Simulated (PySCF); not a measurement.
**Rb: excitation energy**

Rb [Kr] 5s1 (2S) → Rb [Kr] 4d1 (2D), as a difference of total energies. Computed with PySCF 2.14 in aug-cc-pwCVTZ-X2C (10s9p7d3f, 93 functions), with scalar relativity by spin-free X2C-1e. Correlated levels: valence and next inner shell: [Ar] 3d10 frozen. The calculations carry no spin-orbit coupling.

```csv
method,excitation energy (eV)
UHF,2.179
MP2 (valence and next inner shell),2.402
SCS-MP2 (valence and next inner shell),2.359
CCSD (valence and next inner shell),2.383
CCSD(T) (valence and next inner shell),2.403
```

Problem. How much does correlation contribute at CCSD(T) (valence and next inner shell)?

Solution. 2.403 − (2.179) = 0.224 eV, measured against UHF.

Errors of the correlated levels include the incompleteness of this basis and the frozen core.

The coupled-cluster amplitudes are large for the upper state (T1 above 0.03 or a double amplitude above 0.15), so a single reference is strained.

For comparison: 2.400 eV (measured; NIST levels, between the centres of gravity of the two terms).
